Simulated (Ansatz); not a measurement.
`NC(F)[SiH2]O` and `NC(F)[TeH]` differ in one atom or group.

Ansatz, PBE0-D4/def2-TZVP geometries, multiplicity 1. Each molecule was computed in one conformer, which needn't be the lowest.

Elements past krypton have def2 core potentials.

```tsv
property	`NC(F)[SiH2]O`
HOMO energy (B3LYP/def2-TZVPP) / eV	-7.62
HOMO energy (PBE0/def2-TZVPP) / eV	-7.86
HOMO–LUMO gap (PBE/def2-TZVPP) / eV	5.63
size of the dipole moment (B3LYP/def2-TZVPP) / D	1.34
HOMO–LUMO gap (ωB97M-V/def2-TZVPP) / eV	11.96
size of the dipole moment (PBE/def2-TZVPP) / D	1.27
```

(1) Give the same properties after the change, and the shifts. (An estimate is asked.)

Answers

(1) Ansatz gave: 
```csv
property,`NC(F)[TeH]`,shift
HOMO energy (B3LYP/def2-TZVPP) / eV,-6.13,1.49
HOMO energy (PBE0/def2-TZVPP) / eV,-6.34,1.52
HOMO–LUMO gap (PBE/def2-TZVPP) / eV,3.53,-2.10
size of the dipole moment (B3LYP/def2-TZVPP) / D,2.31,0.97
HOMO–LUMO gap (ωB97M-V/def2-TZVPP) / eV,9.35,-2.61
size of the dipole moment (PBE/def2-TZVPP) / D,2.24,0.97
```

With PBE0 the HOMO rises by 1.52 eV and the LUMO falls by 1.06 eV, so the gap narrows by about 2.58 eV. PBE moves the HOMO by 1.11 eV and ωB97M-V by 1.77 eV. Dipoles are sizes alone; their direction can turn.

B3LYP here is the variant with VWN-RPA as its local correlation; programs differ in this.

Spin–orbit coupling is left out; it splits and shifts lone-pair levels of the heavy atoms by tenths of an eV.
